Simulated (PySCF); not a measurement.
Numbering as in the mapped SMILES `[CH2:1]=[CH:2]/[C:3]([CH:4]=[O:5])=[CH:6]/[F:7]`; H(Xn) means a hydrogen on atom n. Ha(C1) is cis to C3; Hb(C1) is trans to C3.

Computed data (PySCF 2.14.0 with density-fitted response routines): GFN2-xTB structure, couplings computed with B3LYP/pcJ-1 (spin–dipole term only in couplings to heteroatoms), shielding tensors at PBE0/pcSseg-1 (GIAO). A single conformation, non-relativistic Hamiltonian, isolated molecule.

References, each an isolated molecule treated in the same way: 1H (σ = 31.72 ppm) vs TMS.

The spectrum was simulated from the full spin Hamiltonian at 300 MHz with 0.6 Hz Lorentzian lines, from shifts rounded to 0.01 ppm and J to 0.1 Hz, couplings under 1 Hz left out.

(1) List the maxima of its 1H spectrum with integrals.

(2) Summarise it as multiplets with assignments.

Answers

(1) 
Maxima in Hz from TMS (height), grouped by integral:
1H: 3215.2 (49), 3214.1 (50), 3212.0 (50), 3210.9 (50)
2H: 2343.6 (92), 2269.7 (40), 2267.5 (40), 2258.5 (92), 2251.0 (44), 2248.8 (44)
1H: 1836.8 (11), 1835.4 (11), 1833.7 (11), 1832.2 (10), 1823.4 (15), 1822.1 (15), 1820.2 (15), 1818.9 (16), 1818.1 (11), 1816.7 (10), 1815.0 (9), 1813.6 (9), 1804.7 (14), 1803.3 (15), 1801.6 (15), 1800.2 (15)
1H: 1758.0 (100), 1744.6 (66)

(2) 1H NMR (300 MHz, computed): δ 10.71 (m, 1H, H(C4)), 7.67 (d, J = 85.1 Hz, 1H, H(C6)), 7.53 (m, 1H, Ha(C1)), 6.06 (m, 1H, H(C2)), 5.84 (m, 1H, Hb(C1)). These are first-order names; overlap and second-order distortion can hide them in the list.

Multiplet labels drop couplings under 1 Hz and merge nearly equal ones. Unscaled 3J(H,H) at this level run about 10 % above measured values.
